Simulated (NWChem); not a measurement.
System: SnNH₃S, singlet; SMILES [SH][Sn][NH2]

Here is an NWChem input.

```
start job
memory heap 200 mb stack 900 mb global 1100 mb
geometry units angstroms noautoz
  Sn    -0.351671    -0.468926     0.000000
  N      1.591979    -1.040513     0.000000
  H      1.882021    -2.012857     0.000000
  H      2.392986    -0.416072     0.000000
  S      0.244794     1.926462     0.000000
  H     -1.043923     2.331473     0.000000
end
basis spherical
  Sn library def2-svpd
  N library def2-svpd
  H library def2-svpd
  S library def2-svpd
end
ecp
  Sn library def2-ecp
end
dft
  xc hfexch
  iterations 150
  mulliken
end
task dft energy
```

Low-valent species are run as closed-shell singlets; no triplet was tried in these runs. The geometry was optimised at PBE0/def2-SVP. def2 effective core potentials on Sn; no spin-orbit coupling.

**Question.** Give the results of this calculation. (Hartree-Fock/def2-SVPD with def2 effective core potentials on Sn.) Quantities: basis functions; energy (Ha); highest occupied level (eV); orbital gap (eV); dipole (D).

**Answer.** 
```
Property                       Value
---------------------------  -------
number of basis functions        103
energy (Ha)                  -666.97
highest occupied level (eV)    -9.11
orbital gap (eV)                9.83
dipole (D)                      2.26
```
